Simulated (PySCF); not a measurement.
Species: MoF₅ (doublet state).
Cartesian coordinates in Å at the PBE0-D3(BJ)/def2-SVP level; atoms count from 1:
```
atom  x, y, z in Å
Mo1    0.038   -0.031    0.000
F2     0.034   -0.023    1.860
F3     0.033   -0.028   -1.859
F4     1.830   -0.098   -0.001
F5    -0.798    1.578   -0.003
F6    -1.137   -1.398    0.003
```

Computed, not measured: PySCF, PBE0-D3(BJ)/def2-SVP geometry optimisation, gas phase, def2 core potentials past Kr.

Which atoms are bound to Mo1, and at what distances?

5 atoms: F4 1.793 Å, F6 1.802 Å, F5 1.814 Å, F3 1.860 Å, F2 1.860 Å.

List the angles at Mo1.

```csv
angle,degrees,distance of the outer atoms (Å)
F2–Mo1–F3,179.6,3.72
F4–Mo1–F6,128.5,3.24
F4–Mo1–F5,119.6,3.12
F5–Mo1–F6,111.9,3.00
F2–Mo1–F4,90.1,2.59
F3–Mo1–F4,90.1,2.59
F3–Mo1–F6,90.1,2.59
F2–Mo1–F6,90.0,2.59
F2–Mo1–F5,89.8,2.59
F3–Mo1–F5,89.7,2.59
```

Describe the arrangement about Mo1 in numbers.

τ5 = (β − α)/60° = 0.85 from the two widest angles, 179.6° and 128.5° (0 for a square pyramid, 1 for a trigonal bipyramid). The Mo–F distances aren't all alike: 1.793 to 1.860 Å.

What are the rotational constants (commonest isotopes, rigid rotor)?

A = 2730, B = 2343, C = 2176 MHz: an asymmetric top.

Charge 0, doublet. ⟨S²⟩ = 0.753 (exact for a doublet: 0.75). PBE0-D3(BJ)/def2-SVP frequencies: not computed here.

Neither the SCF state along the optimisation nor the shape of the open-shell metal species was proved the lowest: other solutions of the same spin, or a structure of lower symmetry, can lie below.
